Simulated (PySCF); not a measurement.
HgO and its ions

r²SCAN; PySCF, scalar-relativistic core potentials, basis sets Hg def2-SVPD with ECP60, O def2-SVPD. Neutral (UKS): triplet (σ ↑, π ↑), Re = 2.198 Å, ωe = 308 cm⁻¹, De = 0.58 eV, HOMO -6.69 eV, LUMO -4.64 eV.

HgO⁺ (UKS): doublet (π ↑), Re = 1.991 Å, ωe = 511 cm⁻¹, De = 1.15 eV to Hg⁺ + O. The energies at the minima are -228.57148 hartree for HgO and -228.21263 for HgO⁺.

Work out the adiabatic ionisation energy, without and with harmonic zero-point energies (1 hartree = 27.2114 eV, 1 eV = 8065.5 cm⁻¹), and the change of the bond length.

At r²SCAN: 0.35885 hartree = 9.765 eV between the minima; the zero-point term (511.0 − 308.0)/2 cm⁻¹ = +0.013 eV makes it 9.777 eV. Re changes by -20.7 pm against the neutral. The electron leaves a σ orbital, and the shorter bond of the ion fits an antibonding orbital, or a change in how ionic the bond is.

These are scalar-relativistic numbers at best; spin–orbit coupling would shift them, the dissociation energy most. For an ion De counts to the pair picked by the measured ionisation energies or electron affinities, which need not be the lowest pair at this level. States were picked by a PBE0 search and need not be the measured ground states.
